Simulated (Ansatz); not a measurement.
Start from `Br[Si]Br` and change one atom or group to get `C[Si]Br`.

Ansatz, PBE0-D4/def2-TZVP geometries, multiplicity 1. 

Scalar relativity is left out up to krypton.

| property | `Br[Si]Br` |
| --- | --- |
| LUMO energy (B3LYP/def2-TZVPP) / eV | -3.21 |
| HOMO–LUMO gap (PBE0/def2-TZVPP) / eV | 4.47 |
| ideal-gas entropy at 298 K and 1 bar (rigid rotor, harmonic PBE0-D4/def2-TZVP) / J/(mol·K) | 305 |
| HOMO energy (ωB97M-V/def2-TZVPP) / eV | -9.55 |
| HOMO energy (B3LYP/def2-TZVPP) / eV | -7.35 |
| size of the dipole moment (ωB97M-V/def2-TZVPP) / D | 1.11 |

Q: Give the same properties after the change, and the shifts. (An estimate is asked.)

A: Ansatz gave: 
| property | `C[Si]Br` | shift |
| --- | --- | --- |
| LUMO energy (B3LYP/def2-TZVPP) / eV | -2.80 | 0.41 |
| HOMO–LUMO gap (PBE0/def2-TZVPP) / eV | 4.05 | -0.42 |
| ideal-gas entropy at 298 K and 1 bar (rigid rotor, harmonic PBE0-D4/def2-TZVP) / J/(mol·K) | 310 | 5 |
| HOMO energy (ωB97M-V/def2-TZVPP) / eV | -8.75 | 0.80 |
| HOMO energy (B3LYP/def2-TZVPP) / eV | -6.51 | 0.84 |
| size of the dipole moment (ωB97M-V/def2-TZVPP) / D | 1.95 | 0.84 |

With PBE0 the HOMO rises by 0.86 eV and the LUMO rises by 0.45 eV, so the gap narrows by about 0.41 eV. PBE moves the HOMO by 0.86 eV and ωB97M-V by 0.80 eV. The zero-point energy changes by 90.2 kJ/mol with +9 modes. Dipoles are sizes alone; their direction can turn.

B3LYP here is the variant with VWN-RPA as its local correlation; programs differ in this.

Spin–orbit coupling is left out; it splits and shifts lone-pair levels of the heavy atoms by tenths of an eV.
